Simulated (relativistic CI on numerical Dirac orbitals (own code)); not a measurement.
# Electric-dipole lines of As8+

Calculated at this level of theory: Dirac-Coulomb-Breit CI, KLI orbitals optimised for each configuration, model QED, unscaled Slater integrals (own radial code, finite nucleus).

Configuration list (outside the closed core [Ne]): 3s2 3p6 3d7, 3s2 3p5 3d8, 3s2 3p6 3d6 4s, 3s2 3p4 3d9, 3s 3p6 3d8, 3s2 3p6 3d6 4p, 3s2 3p6 3d5 4s2, 3s2 3p6 3d6 4d, 3s2 3p6 3d5 4s 4p, 3p6 3d9, 3s2 3p6 3d6 5s, 3s2 3p6 3d5 4p2, 3s2 3p6 3d6 4f, 3s2 3p6 3d6 5p, 3s2 3p6 3d5 4s 4d, 3s2 3p6 3d6 5d, 3s2 3p6 3d5 4p 4d, 3s2 3p6 3d6 6s, 3s2 3p6 3d6 5f, 3s2 3p5 3d7 4s, 3s2 3p6 3d6 5g, 3s2 3p6 3d6 6p, 3s2 3p6 3d6 6d, 3s2 3p6 3d5 4d2, 3s 3p5 3d9, 3s2 3p5 3d6 4s2, 3s2 3p5 3d7 4p, 3s2 3p4 3d8 4s, 3s2 3p4 3d8 4p, 3s 3p6 3d7 4s, 3s 3p6 3d6 4s2, 3s2 3p5 3d7 5s, 3s 3p5 3d8 4s. Levels of other configurations are missing.

```
λ vac (nm)                          Lower                          Upper   A (s⁻¹)  log gf  S velocity/length
    10.513       3s2 3p6 3d7 2H_11/2 [13]      3s2 3p5 3d8 2G°_9/2 [339]  4.07e+11    0.83               0.55
    10.530        3s2 3p6 3d7 2H_9/2 [14]      3s2 3p5 3d8 2G°_7/2 [341]  3.92e+11    0.72               0.56
    10.671        3s2 3p6 3d7 2F_7/2 [17]      3s2 3p5 3d8 2D°_5/2 [376]  2.46e+11    0.40               0.64
    10.697         3s2 3p6 3d7 2G_7/2 [9]      3s2 3p5 3d8 2F°_5/2 [322]  3.04e+11    0.50               0.58
    10.729        3s2 3p6 3d7 2F_5/2 [16]      3s2 3p5 3d8 2D°_3/2 [353]  2.31e+11    0.20               0.63
    10.740         3s2 3p6 3d7 2G_9/2 [8]      3s2 3p5 3d8 2F°_7/2 [308]  2.47e+11    0.53               0.58
    11.290         3s2 3p6 3d7 4F_9/2 [1]      3s2 3p5 3d8 4D°_7/2 [275]  5.31e+10   -0.09               0.58
    11.760        3s2 3p6 3d7 2F_7/2 [17]      3s2 3p5 3d8 2F°_7/2 [291]  6.97e+10    0.06               0.73
    11.923         3s2 3p6 3d7 4F_9/2 [1]      3s2 3p5 3d8 4F°_7/2 [222]  3.50e+10   -0.22               0.64
    11.985         3s2 3p6 3d7 4F_7/2 [2]      3s2 3p5 3d8 4F°_7/2 [222]  3.53e+10   -0.22               0.78
    12.040         3s2 3p6 3d7 4F_9/2 [1]      3s2 3p5 3d8 4F°_9/2 [208]  4.00e+10   -0.06               0.74
    12.482         3s2 3p6 3d7 4F_9/2 [1]   3s2 3p6 3d6 4p 4F°_9/2 [142]  3.83e+10   -0.05               0.86
    12.511         3s2 3p6 3d7 4F_7/2 [2]   3s2 3p6 3d6 4p 4F°_7/2 [147]  4.97e+10   -0.03               0.87
    12.542         3s2 3p6 3d7 4F_9/2 [1]   3s2 3p6 3d6 4p 4D°_7/2 [130]  2.03e+10   -0.42               0.85
    12.557         3s2 3p6 3d7 4F_9/2 [1]   3s2 3p6 3d6 4p 4G°_9/2 [129]  2.65e+10   -0.20               0.88
    12.591         3s2 3p6 3d7 4F_9/2 [1]   3s2 3p6 3d6 4p 4D°_7/2 [123]  4.58e+10   -0.06               0.83
    12.601         3s2 3p6 3d7 4F_7/2 [2]   3s2 3p6 3d6 4p 4P°_5/2 [131]  3.22e+10   -0.34               0.83
    12.625         3s2 3p6 3d7 4F_7/2 [2]   3s2 3p6 3d6 4p 4G°_9/2 [129]  2.34e+10   -0.25               0.88
    12.655         3s2 3p6 3d7 4F_9/2 [1]  3s2 3p6 3d6 4p 4G°_11/2 [115]  2.43e+10   -0.16               0.87
    12.658         3s2 3p6 3d7 4F_9/2 [1]   3s2 3p6 3d6 4p 4G°_9/2 [114]  1.66e+10   -0.40               0.90
    12.789         3s2 3p6 3d7 2G_9/2 [8]   3s2 3p6 3d6 4p 2H°_9/2 [177]  4.82e+10    0.07               0.85
    12.801         3s2 3p6 3d7 2G_7/2 [9]   3s2 3p6 3d6 4p 2G°_7/2 [184]  4.62e+10   -0.04               0.88
    12.883        3s2 3p6 3d7 2H_9/2 [14]   3s2 3p6 3d6 4p 2H°_9/2 [207]  5.13e+10    0.11               0.87
    12.978       3s2 3p6 3d7 2H_11/2 [13]  3s2 3p6 3d6 4p 2H°_11/2 [183]  6.19e+10    0.27               0.86
    13.117         3s2 3p6 3d7 4F_9/2 [1]    3s2 3p6 3d6 4p 4F°_9/2 [95]  1.86e+10   -0.32               0.89
    13.147         3s2 3p6 3d7 4F_9/2 [1]    3s2 3p6 3d6 4p 4D°_7/2 [94]  3.53e+10   -0.14               0.88
    13.180         3s2 3p6 3d7 4F_9/2 [1]      3s2 3p5 3d8 4G°_11/2 [92]  1.70e+10   -0.27               0.96
    46.162  3s2 3p6 3d6 4p 4H°_13/2 [122]   3s2 3p6 3d6 4d 4K_15/2 [350]  1.28e+10    0.81               0.95
    46.254    3s2 3p6 3d6 4p 6F°_9/2 [89]   3s2 3p6 3d6 4d 6G_11/2 [314]  1.59e+10    0.79               0.88
    46.692   3s2 3p6 3d6 4p 6F°_11/2 [90]   3s2 3p6 3d6 4d 6G_13/2 [310]  1.76e+10    0.91               0.88
    47.035    3s2 3p6 3d6 4p 4F°_9/2 [95]   3s2 3p6 3d6 4d 4G_11/2 [323]  1.63e+10    0.81               0.90
    47.214   3s2 3p6 3d6 4p 4F°_7/2 [100]    3s2 3p6 3d6 4d 4G_9/2 [330]  1.56e+10    0.72               0.89
    47.389  3s2 3p6 3d6 4p 4H°_13/2 [140]   3s2 3p6 3d6 4d 4I_15/2 [361]  1.44e+10    0.89               0.94
    47.587  3s2 3p6 3d6 4p 2I°_13/2 [148]   3s2 3p6 3d6 4d 2K_15/2 [367]  1.57e+10    0.93               0.96
    47.590  3s2 3p6 3d6 4p 4I°_15/2 [136]   3s2 3p6 3d6 4d 4K_17/2 [355]  1.70e+10    1.02               0.96
    67.530    3s2 3p6 3d6 4s 2I_13/2 [58]  3s2 3p6 3d6 4p 2I°_13/2 [215]  3.40e+09    0.51               0.85
    67.786     3s2 3p6 3d6 4s 6D_9/2 [20]   3s2 3p6 3d6 4p 6F°_11/2 [90]  3.87e+09    0.51               1.09
    69.280     3s2 3p6 3d6 4s 6D_7/2 [21]    3s2 3p6 3d6 4p 6F°_9/2 [89]  3.22e+09    0.37               1.06
    69.631    3s2 3p6 3d6 4s 4H_13/2 [32]  3s2 3p6 3d6 4p 4I°_15/2 [136]  3.65e+09    0.63               1.33
    71.075    3s2 3p6 3d6 4s 2I_13/2 [58]  3s2 3p6 3d6 4p 2K°_15/2 [194]  3.48e+09    0.63               1.42
    71.602     3s2 3p6 3d6 4s 4D_5/2 [26]   3s2 3p6 3d6 4p 4F°_7/2 [100]  2.79e+09    0.23               1.08
    71.972     3s2 3p6 3d6 4s 4D_7/2 [25]    3s2 3p6 3d6 4p 4F°_9/2 [95]  2.89e+09    0.35               1.09
    73.289    3s2 3p6 3d6 4s 4H_13/2 [32]  3s2 3p6 3d6 4p 4H°_13/2 [122]  1.73e+09    0.29               0.92
    74.650    3s2 3p6 3d6 4s 4H_13/2 [32]  3s2 3p6 3d6 4p 4G°_11/2 [115]  2.24e+09    0.35               0.56
    75.702     3s2 3p6 3d6 4s 6D_9/2 [20]    3s2 3p6 3d6 4p 6D°_9/2 [78]  2.65e+09    0.36               0.88
```

Terms are leading LS components. Brackets give the number of a level in order of energy, since labels repeat. The list gives strong lines, with weight on those to low levels, among the lowest 400 of 9961 levels, so that lines to higher ones, which can be the strongest, are missing. Levels whose partners in the same complex of configurations lie outside the list can be far off, and so can their lines. Rates are taken at the computed energies, electric ones in the length gauge. A velocity-to-length ratio far from 1 marks an uncertain rate.

At this charge configurations can still be misplaced by up to about 7 % of their energy. Terms inside the open d or f shell come out 10 to 20 % too wide with unscaled integrals.

LS names give the leading component of a level, which can be under half, so a name can repeat, a term be missing and a line seem to break the LS rules.
